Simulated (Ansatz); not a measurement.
Ansatz (a program for electronic structure) job for F5Nb, SMILES [F][Nb+]([F])([F])([F])[F] (connectivity only; charge and spin as stated), charge +1, multiplicity 2, PBE-D3(BJ)/def2-SVP. 

Ansatz 0.2 input:
```yaml
crystal:
  periodic: [false, false, false]
  atoms:
    - {symbol: Nb, position_ang: [-0.00067077, 0.21868569, -0.00000000]}
    - {symbol: F, position_ang: [0.01950099, -2.28386584, -0.00000000]}
    - {symbol: F, position_ang: [-0.17230745, 1.99585753, 0.00000001]}
    - {symbol: F, position_ang: [0.92233604, -0.15452083, 1.48968370]}
    - {symbol: F, position_ang: [-1.68880982, -0.39918483, 0.00000004]}
    - {symbol: F, position_ang: [0.92233597, -0.15452083, -1.48968374]}
basis:
  gaussian:
    orbitals: def2-SVP
hamiltonian:
  xc: pbe
  dispersion: d3bj
total_charge: 1
magnetization: {spin_polarized: true, initial_magnetization: 1}
relax: {f_tol: 0.002, max_steps: 200}
```

Program output:

```
WARN ansatz: RAYON_NUM_THREADS=2 ignored (pool sized by the plan → 2); use --threads N
Functional definition: PBE
integrals: 0.04 GiB planned
1017 factors; their error is unknown
mean field: 0.35 GiB planned
mean field evaluation 1: about -15092.0504 eV, gradient 7.1e1 eV
mean field evaluation 2: about -14855.8129 eV, gradient 2.6e2 eV
mean field evaluation 4: about -15102.5967 eV, gradient 3.6e1 eV
mean field evaluation 8: about -15108.0655 eV, gradient 2.1e0 eV
mean field evaluation 16: about -15108.0315 eV, gradient 9.1e-3 eV
mean field evaluation 32: about -15108.0315 eV, gradient 1.5e-7 eV
mean field evaluation 64: about -15108.0315 eV, gradient 2.4e-5 eV
mean field evaluation 96: about -15107.8929 eV, gradient 8.8e-1 eV
mean field -15108.03149903 eV, -555.2099169978 hartree, gradient 7.3e-8 eV, S^2 0.751465; 7 other end points of the search recorded, 0 dependent functions left out
the calculation of the forces begins
reference -15108.03158194 eV, -555.2099200447 hartree; 29, 28 occupied and 72, 73 virtual orbitals, 1017 factors
relax step   1: F+E_penalty+E_count = -15108.12823978 eV  Δ(F+E_penalty+E_count) = +0.000e0 eV  max|allowed force component| = 9.696e-1 eV/Å  Δτ_max = 0.0000 Å  (402 SCF iters, accepted)
these checks for a lower state are left out or cut short: starts, cluster_reference, orbital_swaps, neighbouring_geometries, increment
integrals: 0.04 GiB planned
1017 factors; their error is unknown
mean field: 0.35 GiB planned
mean field -15108.11370048 eV, -555.2129378453 hartree, gradient 9.4e-6 eV, S^2 0.751764; 0 other end points of the search recorded, 0 dependent functions left out
the calculation of the forces begins
reference -15108.11378363 eV, -555.2129409009 hartree; 29, 28 occupied and 72, 73 virtual orbitals, 1017 factors
relax step   2: F+E_penalty+E_count = -15108.20983025 eV  Δ(F+E_penalty+E_count) = -8.159e-2 eV  max|allowed force component| = 5.742e-1 eV/Å  Δτ_max = 0.0933 Å  (64 SCF iters, accepted)
these checks for a lower state are left out or cut short: starts, cluster_reference, orbital_swaps, neighbouring_geometries, increment
integrals: 0.04 GiB planned
1017 factors; their error is unknown
mean field: 0.35 GiB planned
mean field evaluation 128: about -15108.2396 eV, gradient 9.9e-4 eV
mean field -15108.23957376 eV, -555.2175636032 hartree, gradient 2.5e-5 eV, S^2 0.752891; 0 other end points of the search recorded, 0 dependent functions left out
the calculation of the forces begins
reference -15108.23965722 eV, -555.2175666702 hartree; 29, 28 occupied and 72, 73 virtual orbitals, 1017 factors
relax step   3: F+E_penalty+E_count = -15108.33554726 eV  Δ(F+E_penalty+E_count) = -1.257e-1 eV  max|allowed force component| = 1.128e0 eV/Å  Δτ_max = 0.1951 Å  (44 SCF iters, accepted)
these checks for a lower state are left out or cut short: starts, cluster_reference, orbital_swaps, neighbouring_geometries, increment
integrals: 0.04 GiB planned
1017 factors; their error is unknown
mean field: 0.35 GiB planned
mean field -15108.30153830 eV, -555.2198407578 hartree, gradient 2.3e-5 eV, S^2 0.753840; 0 other end points of the search recorded, 0 dependent functions left out
the calculation of the forces begins
reference -15108.30162194 eV, -555.2198438315 hartree; 29, 28 occupied and 72, 73 virtual orbitals, 1017 factors
relax step   4: F+E_penalty+E_count = -15108.39779491 eV  Δ(F+E_penalty+E_count) = -6.225e-2 eV  max|allowed force component| = 1.103e0 eV/Å  Δτ_max = 0.1952 Å  (40 SCF iters, accepted)
these checks for a lower state are left out or cut short: starts, cluster_reference, orbital_swaps, neighbouring_geometries, increment
integrals: 0.04 GiB planned
1017 factors; their error is unknown
mean field: 0.35 GiB planned
mean field -15108.40629105 eV, -555.2236903503 hartree, gradient 9.3e-6 eV, S^2 0.754192; 0 other end points of the search recorded, 0 dependent functions left out
the calculation of the forces begins
reference -15108.40637483 eV, -555.2236934293 hartree; 29, 28 occupied and 72, 73 virtual orbitals, 1017 factors
relax step   5: F+E_penalty+E_count = -15108.50267077 eV  Δ(F+E_penalty+E_count) = -1.049e-1 eV  max|allowed force component| = 2.178e-1 eV/Å  Δτ_max = 0.0838 Å  (38 SCF iters, accepted)
these checks for a lower state are left out or cut short: starts, cluster_reference, orbital_swaps, neighbouring_geometries, increment
integrals: 0.04 GiB planned
1017 factors; their error is unknown
mean field: 0.35 GiB planned
mean field -15108.42586920 eV, -555.2244098343 hartree, gradient 1.9e-5 eV, S^2 0.753850; 0 other end points of the search recorded, 0 dependent functions left out
the calculation of the forces begins
reference -15108.42595296 eV, -555.2244129122 hartree; 29, 28 occupied and 72, 73 virtual orbitals, 1017 factors
relax step   6: F+E_penalty+E_count = -15108.52214559 eV  Δ(F+E_penalty+E_count) = -1.947e-2 eV  max|allowed force component| = 5.715e-1 eV/Å  Δτ_max = 0.2000 Å  (41 SCF iters, accepted)
these checks for a lower state are left out or cut short: starts, cluster_reference, orbital_swaps, neighbouring_geometries, increment
integrals: 0.04 GiB planned
1017 factors; their error is unknown
mean field: 0.35 GiB planned
mean field evaluation 160: about -15108.4423 eV, gradient 2.3e-1 eV
mean field -15108.44307017 eV, -555.2250419584 hartree, gradient 2.3e-5 eV, S^2 0.754108; 0 other end points of the search recorded, 0 dependent functions left out
the calculation of the forces begins
reference -15108.44315400 eV, -555.2250450388 hartree; 29, 28 occupied and 72, 73 virtual orbitals, 1017 factors
relax step   7: F+E_penalty+E_count = -15108.53941556 eV  Δ(F+E_penalty+E_count) = -1.727e-2 eV  max|allowed force component| = 1.334e-1 eV/Å  Δτ_max = 0.0746 Å  (38 SCF iters, accepted)
these checks for a lower state are left out or cut short: starts, cluster_reference, orbital_swaps, neighbouring_geometries, increment
integrals: 0.04 GiB planned
1017 factors; their error is unknown
mean field: 0.35 GiB planned
mean field -15108.44329918 eV, -555.2250503740 hartree, gradient 2.0e-5 eV, S^2 0.754091; 0 other end points of the search recorded, 0 dependent functions left out
the calculation of the forces begins
reference -15108.44338299 eV, -555.2250534543 hartree; 29, 28 occupied and 72, 73 virtual orbitals, 1017 factors
relax step   8: F+E_penalty+E_count = -15108.53960325 eV  Δ(F+E_penalty+E_count) = -1.877e-4 eV  max|allowed force component| = 1.131e-1 eV/Å  Δτ_max = 0.0076 Å  (37 SCF iters, accepted)
these checks for a lower state are left out or cut short: starts, cluster_reference, orbital_swaps, neighbouring_geometries, increment
integrals: 0.04 GiB planned
1017 factors; their error is unknown
mean field: 0.35 GiB planned
mean field -15108.44348952 eV, -555.2250573691 hartree, gradient 2.4e-5 eV, S^2 0.754075; 0 other end points of the search recorded, 0 dependent functions left out
the calculation of the forces begins
reference -15108.44357334 eV, -555.2250604493 hartree; 29, 28 occupied and 72, 73 virtual orbitals, 1017 factors
relax step   9: F+E_penalty+E_count = -15108.53981367 eV  Δ(F+E_penalty+E_count) = -2.104e-4 eV  max|allowed force component| = 8.216e-3 eV/Å  Δτ_max = 0.0047 Å  (38 SCF iters, accepted)
these checks for a lower state are left out or cut short: starts, cluster_reference, orbital_swaps, neighbouring_geometries, increment
integrals: 0.04 GiB planned
1017 factors; their error is unknown
mean field: 0.35 GiB planned
mean field -15108.44349549 eV, -555.2250575884 hartree, gradient 2.6e-5 eV, S^2 0.754079; 0 other end points of the search recorded, 0 dependent functions left out
the calculation of the forces begins
reference -15108.44357930 eV, -555.2250606685 hartree; 29, 28 occupied and 72, 73 virtual orbitals, 1017 factors
relax step  10: F+E_penalty+E_count = -15108.53981605 eV  Δ(F+E_penalty+E_count) = -2.375e-6 eV  max|allowed force component| = 2.170e-3 eV/Å  Δτ_max = 0.0010 Å  (28 SCF iters, accepted)
these checks for a lower state are left out or cut short: starts, cluster_reference, orbital_swaps, neighbouring_geometries, increment
integrals: 0.04 GiB planned
1017 factors; their error is unknown
mean field: 0.35 GiB planned
mean field evaluation 192: about -15108.4435 eV, gradient 2.0e-5 eV
mean field -15108.44349439 eV, -555.2250575480 hartree, gradient 2.0e-5 eV, S^2 0.754078; 0 other end points of the search recorded, 0 dependent functions left out
the calculation of the forces begins
reference -15108.44357821 eV, -555.2250606282 hartree; 29, 28 occupied and 72, 73 virtual orbitals, 1017 factors
relax step  11: F+E_penalty+E_count = -15108.53981622 eV  Δ(F+E_penalty+E_count) = -1.775e-7 eV  max|allowed force component| = 2.332e-4 eV/Å  Δτ_max = 0.0001 Å  (24 SCF iters, accepted)
integrals: 0.04 GiB planned
1017 factors; their error is unknown
mean field: 0.35 GiB planned
mean field evaluation 224: about -15106.1461 eV, gradient 1.0e0 eV
mean field evaluation 256: about -15108.1825 eV, gradient 6.6e0 eV
mean field -15108.44349439 eV, -555.2250575480 hartree, gradient 2.0e-5 eV, S^2 0.754078; 8 other end points of the search recorded, 0 dependent functions left out
the calculation of the forces begins
reference -15108.44357821 eV, -555.2250606282 hartree; 29, 28 occupied and 72, 73 virtual orbitals, 1017 factors
Total energy: -15108.53990004 eV, -555.2286003903 hartree
Atom 0 at     0.171376     0.016224     0.000000 Å, force    -0.000233     0.000162     0.000000 eV/Å
Atom 1 at    -0.373722    -1.917741     0.000000 Å, force    -0.000048    -0.000096    -0.000000 eV/Å
Atom 2 at    -0.432783     1.725607     0.000000 Å, force    -0.000038    -0.000029    -0.000000 eV/Å
Atom 3 at     1.195868    -0.058214     1.482688 Å, force     0.000184    -0.000019     0.000213 eV/Å
Atom 4 at    -1.754223    -0.485212     0.000000 Å, force    -0.000050     0.000001    -0.000000 eV/Å
Atom 5 at     1.195868    -0.058214    -1.482688 Å, force     0.000184    -0.000019    -0.000213 eV/Å
Dipole moment:     0.045416    -0.006873     0.000000 e Å
```

Self-consistency was reached.
